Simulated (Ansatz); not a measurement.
A structure relaxed at PBE-D4/def2-SVP in Ansatz, charge 1, singlet:

Cartesian coordinates in Å:
```
Ag 2.235 -0.089 -1.561
Ag -0.061 0.609 -2.651
Ag 0.002 0.020 0.033
Ag -1.736 -1.255 1.759
Cu -0.441 0.714 2.421
```

(1) Give its formula.

(2) Summarise the bond lengths by kind (pairs closer than 1.2 times the sum of covalent radii, bridged metal pairs left out).

Answers

(1) the cluster CuAg4⁺.

(2) 4 × Ag–Ag 2.64 to 2.76 Å; 2 × Ag–Cu 2.45 to 2.53 Å.

In the def2 sets Ag takes a core potential; there is no spin–orbit coupling. The structure comes from a short search, and lower isomers may exist.
